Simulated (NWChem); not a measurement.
Species: B₂F₃, doublet; SMILES [B](F)B(F)F

Program: NWChem. Spin-unrestricted. In the optimisation the excess spin sits in a' (Cs, its own frame). No stability test was run on the SCF state. Level PBE/def2-SVP: optimisations from one semi-empirical or force-field start; each run changes one setting, and all end within 0.3 mHa of each other. One conformer.

### Question
Which setting needs the most optimisation steps, or fails (no line search; Cartesian coordinates; trust radius 0.05; redundant internal coordinates, default thresholds)?

### Answer
trust radius 0.05, with 21 against 10 for the defaults.
```json
[
 {"setting": "redundant internal coordinates, default thresholds", "optimisation steps": "10"},
 {"setting": "Cartesian coordinates", "optimisation steps": "10"},
 {"setting": "trust radius 0.05", "optimisation steps": "21"},
 {"setting": "no line search", "optimisation steps": "12"}
]
```
